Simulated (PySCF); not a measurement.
Cl3Ge, SMILES [Cl][Ge]([Cl])[Cl], multiplicity 2.

Geometry optimised at PBE-D3(BJ)/def2-SVP. The isomer is the one that the SMILES or the coordinates give; other isomers of the formula were not compared.

Computed with PBE-D3(BJ)/def2-SVP run with PySCF 2.14.0.

Frequencies are harmonic and unscaled.

Computed vibrational spectrum:
```
mode  ν (cm⁻¹)  IR (km/mol)  moving atoms (share of kinetic energy)
----  --------  -----------  --------------------------------------
1          120          1.3                        Cl 87 %, Ge 13 %
2          120          1.3                        Cl 87 %, Ge 13 %
3          149          3.5                        Cl 59 %, Ge 41 %
4          358          8.8                        Cl 82 %, Ge 18 %
5          402         72.4                        Cl 59 %, Ge 41 %
6          402         72.4                        Cl 59 %, Ge 41 %
```
